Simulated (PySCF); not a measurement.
Several molecules and their computed UV-vis stick spectra, shuffled. Computed with TDDFT CAM-B3LYP/def2-SVPD, vertical, gas phase, core orbitals frozen in the response (PySCF). Geometries: GFN2-xTB; one conformer of each isolated species. Triplets are in the Tamm–Dancoff approximation.

A. `O=S1(=O)C=CCCC1`
B. `O=C/C([SiH3])=C\[Si](F)(F)F`
C. `c1(F)cc(F)c(F)cc1F`
D. `CCCCF`
E. `C1C=CC[SiH]1N=C=O`

Lowest singlet levels (six at most, fewer where fewer were computed) with oscillator strengths:

1. 5.28 eV (f 0.040); 6.24 eV (f 0.000); 6.57 eV (f 0.000); 7.17 eV (f 0.579); 7.27 eV (f 0.012); 7.31 eV (f 0.006); T1 4.09 eV
2. 3.89 eV (f 0.000); 5.06 eV (f 0.000); 5.33 eV (f 0.138); 7.11 eV (f 0.000); 7.25 eV (f 0.001); 7.35 eV (f 0.044); T1 3.19 eV
3. 8.90 eV (f 0.004); 9.17 eV (f 0.006); 9.19 eV (f 0.011); 9.34 eV (f 0.051); 9.61 eV (f 0.023); 9.65 eV (f 0.019); T1 8.68 eV
4. 6.38 eV (f 0.001); 6.84 eV (f 0.227); 7.47 eV (f 0.018); 7.54 eV (f 0.015); 7.95 eV (f 0.013); 7.97 eV (f 0.004); T1 4.39 eV
5. 6.81 eV (f 0.004); 7.21 eV (f 0.014); 7.24 eV (f 0.132); 7.40 eV (f 0.047 summed over 2 states); 7.49 eV (f 0.014); 7.50 eV (f 0.020) [of 8 roots; the last level is left out, as the window may have cut its degenerate partner]; T1 4.48 eV

**Question.** Match each spectrum to its molecule.

**Answer.** 1 = C, 2 = B, 3 = D, 4 = A, 5 = E.
- A: S1 at 6.38 eV, HOMO-1→LUMO (94%); Löwdin shares by element: HOMO carbon 44% or more, oxygen 41%; LUMO carbon 69% or more, sulfur 6% (atoms not listed hold the other 25%); HOMO -9.46 and LUMO 0.28 eV.
- B: S1 at 3.89 eV, HOMO→LUMO (93%); Löwdin shares by element: HOMO oxygen 52%, carbon 26% or more, hydrogen 7% or more; LUMO carbon 66%, oxygen 16% (atoms not listed hold the other 17%); HOMO -10.49 and LUMO -2.24 eV; point group Cs, 3 of its 6 listed states under f = 0.0005.
- C: S1 at 5.28 eV, HOMO→LUMO (80%), HOMO-1→LUMO+1 (20%); Löwdin shares by element: HOMO carbon 65% or more (atoms not listed hold the other 35%); LUMO carbon 65% or more (atoms not listed hold the other 35%); HOMO -8.86 and LUMO -0.23 eV; point group D2h, 2 of its 6 listed states under f = 0.0005.
- D: S1 at 8.90 eV, HOMO→LUMO (84%); Löwdin shares by element: HOMO carbon 49% or more, fluorine 18% (atoms not listed hold the other 33%); LUMO carbon 53% (atoms not listed hold the other 47%); HOMO -10.52 and LUMO 1.43 eV.
- E: S1 at 6.81 eV, HOMO→LUMO (53%), HOMO→LUMO+2 (42%); Löwdin shares by element: HOMO carbon 84% or more (atoms not listed hold the other 16%); LUMO carbon 29% or more, silicon 20%, oxygen 9%, nitrogen 5% (atoms not listed hold the other 36%); HOMO -8.68 and LUMO 1.02 eV.
